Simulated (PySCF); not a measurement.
C5H7F, SMILES C1CC=C(C1)F.

Geometry optimised at ωB97X-D3(BJ)/def2-SVP. One conformer was computed; it need not be the lowest.

All values below come from SMD-M06-2X/6-31G* run with PySCF.

Solvation free energies are E(SMD) − E(gas) at the gas-phase geometry, for 1 M in both phases. In vacuum the dipole moment is 1.47 D.

Computed solvation free energies in water, acetonitrile, chloroform:
```
solvent       ΔG(solv) (kcal/mol)  its non-electrostatic (CDS) part  dipole (D)
------------  -------------------  --------------------------------  ----------
water                         0.5                               3.0        1.86
acetonitrile                 -3.6                              -1.3        1.85
chloroform                   -4.2                              -2.5        1.75
```
